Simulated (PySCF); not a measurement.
# Dipole response of Sc²⁺ (scandium, charge +2)

[Ar] 3d1, 2D determinant. Calculation: PySCF 2.14, in aug-cc-pwCVTZ; the non-relativistic Hamiltonian (point nucleus). Coupled (time-dependent) response in atomic units; α is the mean over directions.

```csv
method,mean α (bohr³),"α xx, yy, zz",C₆ (like pair),S(−4)
PW91,5.058,"5.964, 5.964, 3.247",14.85,30.99
```

S(−4) is the Cauchy moment in α(ω) = α(0) + S(−4) ω² + …

α(iu) at PW91:

| u (hartree) | α(iu) (bohr³) |
| --- | --- |
| 0 | 5.058 |
| 0.0500 | 4.984 |
| 0.100 | 4.789 |
| 0.200 | 4.276 |
| 0.300 | 3.817 |
| 0.500 | 3.152 |
| 0.750 | 2.566 |
| 1.00 | 2.117 |
| 1.50 | 1.476 |
| 2.00 | 1.064 |
| 3.00 | 0.6152 |
| 5.00 | 0.2803 |

A single London oscillator, α(iu) = α/(1 + u²/ω²), gives C₆ = (3/4) ω α². Matching the computed C₆ needs ω = 4 × 14.85 / (3 × 5.058²) = 0.774 hartree.

For an ion, C₆ is the dispersion term alone; charge-induced terms of lower order in 1/R come first.

The components differ because the open shell of this determinant is not spherical; for a pure term their mean is the scalar polarisability.
